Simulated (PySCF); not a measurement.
SCF from a fresh guess for triplet TcCl₃, at the PBE0 minimum. PySCF input:

```python
from pyscf import gto, scf, dft
mol = gto.M(atom='''
Tc     0.000000     0.000000    -0.028276
Cl     2.191525    -0.000030     0.065617
Cl    -1.095737     1.897931     0.065616
Cl    -1.095788    -1.897902     0.065615''',
    basis={'Tc': 'def2-SVP', 'Cl': 'def2-SVP'},
    ecp={'Tc': 'def2-SVP'},
    charge=0, spin=2)
mf = dft.UKS(mol, xc='PBE0')
mf.grids.atom_grid = (50, 194)
aux = {'Tc': 'def2-universal-JKFIT', 'Cl': 'def2-universal-JKFIT'}
mf = mf.density_fit(auxbasis=aux)
mf.conv_tol = 1e-08
mf.diis_space = 10
mf.max_cycle = 60
mf.init_guess = 'minao'
mf.verbose = 4
mf.kernel()
```

Excerpt of the output (cycles alone):

```
init E= -1452.1739944048
cycle= 1 E= -1460.51243042292  delta_E= -8.34  |g|= 0.313  |ddm|= 2.35
cycle= 2 E= -1460.39642108914  delta_E= 0.116  |g|= 0.563  |ddm|= 0.937
cycle= 3 E= -1460.56224206067  delta_E= -0.166  |g|= 0.157  |ddm|= 0.72
cycle= 4 E= -1460.57513819008  delta_E= -0.0129  |g|= 0.0376  |ddm|= 0.177
cycle= 5 E= -1460.57609651337  delta_E= -0.000958  |g|= 0.0059  |ddm|= 0.0534
cycle= 6 E= -1460.57616705968  delta_E= -7.05e-05  |g|= 0.00359  |ddm|= 0.0191
cycle= 7 E= -1460.57618706303  delta_E= -2e-05  |g|= 0.000971  |ddm|= 0.0109
cycle= 8 E= -1460.57619366851  delta_E= -6.61e-06  |g|= 0.000441  |ddm|= 0.00937
cycle= 9 E= -1460.57619597964  delta_E= -2.31e-06  |g|= 0.000312  |ddm|= 0.00581
cycle= 10 E= -1460.57619746459  delta_E= -1.48e-06  |g|= 0.000183  |ddm|= 0.00593
cycle= 11 E= -1460.57619807004  delta_E= -6.05e-07  |g|= 5.31e-05  |ddm|= 0.0057
cycle= 12 E= -1460.57619809359  delta_E= -2.36e-08  |g|= 5.47e-05  |ddm|= 0.00109
cycle= 13 E= -1460.57619809703  delta_E= -3.43e-09  |g|= 1.14e-05  |ddm|= 0.000217
Extra cycle  E= -1460.5761980981  delta_E= -1.08e-09  |g|= 1.42e-05  |ddm|= 9.69e-05
converged SCF energy = -1460.5761980981  <S^2> = 2.0167812  2S+1 = 3.0111667
```

This is not the lowest solution: all starts ended here, but a stability analysis within the same unrestricted form found one 1.7 kJ/mol lower, at -1460.57683 Eh.

With open d or f shells other occupations or spin states may lie lower.

The search for the lowest solution, 3 starts and the stability check together, took 48 s on 2 threads of a shared Arm Neoverse N1 host, with 85 basis functions; the process peaked at 0.43 GiB.
